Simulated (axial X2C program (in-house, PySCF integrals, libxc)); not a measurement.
## Testing model relations on LiHg⁺

A bond curve at the CCSD(T) level, 2c, was computed with an in-house all-electron X2C program for linear molecules (integrals from PySCF) (basis Hg dyall-cv3z [13s14p9d6f4g], Li dyall-cv3z [7s8p2d] (cores contracted in-house)) for the state Ω = 0 (closed shell). Its fit gives Re = 2.7124 Å, ωe = 247.1 cm⁻¹, ωexe = 3.76 cm⁻¹ and αe = 6.619e-03 cm⁻¹; the masses are 201.9706 and 7.0160 u. Two-component means X2C with spin–orbit coupling and atomic mean-field Coulomb and Gaunt terms.

Correlated methods: 12 electrons correlated (number of frozen shells: Hg 5 s, 4 p, 2 d, 1 f; Li 1 s), 262 virtual spin orbitals or spinors in MP2, 90 natural virtuals in coupled cluster.

Task: Find the reduced mass, Be and the force constant.

Result: From the CCSD(T) values: μ = 6.7805 u. Be = 16.8576/(μ Re²) = 0.3379 cm⁻¹. k = 5.8918×10⁻⁷ μ ωe² = 0.244 mdyn/Å.

Task: Estimate De from a Morse curve and compare with the computed well depth of 0.508 eV to Hg + Li+.

Result: De(Morse) = ωe²/(4ωexe) = 0.503 eV against 0.508 eV computed, a ratio of 0.99. For De the Morse form works well here.

Task: Where do the fundamental and the first overtone lie?

Result: ν(1←0) = ωe − 2ωexe = 239.6 cm⁻¹; ν(2←0) = 2ωe − 6ωexe = 471.6 cm⁻¹.

Task: Estimate the centrifugal constant by the Kratzer relation.

Result: D = 4Be³/ωe² = 2.53e-06 cm⁻¹.

Task: Give B0, the J = 1←0 line in GHz and the most populated J at 300 K (kT = 208.5 cm⁻¹).

Result: B0 = Be − αe/2 = 0.3346 cm⁻¹; 2B0 = 20.06 GHz; J(max) ≈ √(kT/2B0) − 1/2 = 17.2, so J = 17.

One determinant describes the state; a PBE0 search over occupations chose it and may have missed a lower one. Dissociation energies refer to the lowest single-determinant-based atoms at the same level and basis. CCSD and (T) use frozen natural virtuals with an MP2 correction for the truncation; (T) itself is uncorrected, so its De runs slightly low.
